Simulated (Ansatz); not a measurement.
`COB(O)C(C)C` + H₂O → `COB(O)O` + propane  (formal hydrolysis of a B–C bond)

Calculated with Ansatz (gas phase, PBE0-D4/def2-TZVP geometries, no zero-point term in ΔE). CCSD(T)/CBS adds triple-zeta CCSD(T) − MP2 to the extrapolated MP2 energy (def2 sets, frozen cores). This one scheme is used for every species. Each species was taken in one conformer, which may not be the lowest.

`COB(O)C(C)C`:

```xyz
18

C    -2.472    0.087   -0.023
O    -1.561    1.012   -0.562
B    -0.208    0.824   -0.617
O     0.515    1.849   -1.153
C     0.552   -0.453   -0.080
C     1.950   -0.598   -0.673
C     0.619   -0.408    1.451
H    -3.397    0.140   -0.600
H    -2.094   -0.938   -0.063
H    -2.698    0.338    1.017
H    -0.052    2.582   -1.411
H    -0.027   -1.345   -0.357
H     1.921   -0.673   -1.763
H     2.449   -1.492   -0.286
H     2.569    0.266   -0.426
H     1.118   -1.299    1.846
H    -0.371   -0.354    1.911
H     1.188    0.463    1.789
```

H₂O:

Cartesian coordinates in Å:
```
O -0.044 -0.386 -0.019
H -0.616 0.244 0.423
H 0.660 0.142 -0.403
```

`COB(O)O`:

```xyz
10

C     0.998   -0.436    1.090
O     0.362   -0.712   -0.142
B    -0.540    0.166   -0.658
O    -1.149   -0.114   -1.852
O    -0.843    1.321    0.004
H     1.575    0.491    1.039
H     0.269   -0.346    1.900
H     1.672   -1.265    1.306
H    -0.853   -0.951   -2.216
H    -1.491    1.845   -0.471
```

`CCC`:

Cartesian coordinates in Å:
```
C -0.023 1.110 -0.647
C -0.124 0.202 0.567
C 0.115 -1.259 0.228
H -0.757 0.831 -1.409
H 0.968 1.042 -1.107
H -0.197 2.156 -0.385
H 0.598 0.524 1.325
H -1.113 0.314 1.025
H 0.038 -1.897 1.112
H 1.110 -1.405 -0.202
H -0.614 -1.617 -0.505
```

| species | CCSD/def2-SVP energy (Eh) |
| --- | --- |
| `COB(O)C(C)C` | -333.25007 |
| H₂O | -76.17170 |
| `COB(O)O` | -290.80390 |
| `CCC` | -118.67581 |

Question: Work out ΔE.

Answer: ΔE = (-290.80390) + (-118.67581) − (-333.25007) − (-76.17170) = -0.05794 Eh = -152.1 kJ/mol. CCSD(T)/CBS gives -126.4 kJ/mol.

Largest T1 diagnostic among the species: 0.012.

From PBE to PBE0 (25 % exact exchange), in def2-TZVPP and without D4, ΔE moves by −3.8 kJ/mol. The D4 term adds +12.8 kJ/mol with B3LYP and +7.7 kJ/mol with PBE0; it sums over pairs of atoms, weighted by their polarisabilities, and B3LYP, whose exchange is more repulsive, gets the larger term. At CCSD(T), def2-SVP lies −22.3 kJ/mol from the extrapolated value and def2-TZVPP −3.2 kJ/mol.

B3LYP here is the variant with VWN-RPA as its local correlation; programs differ in this.
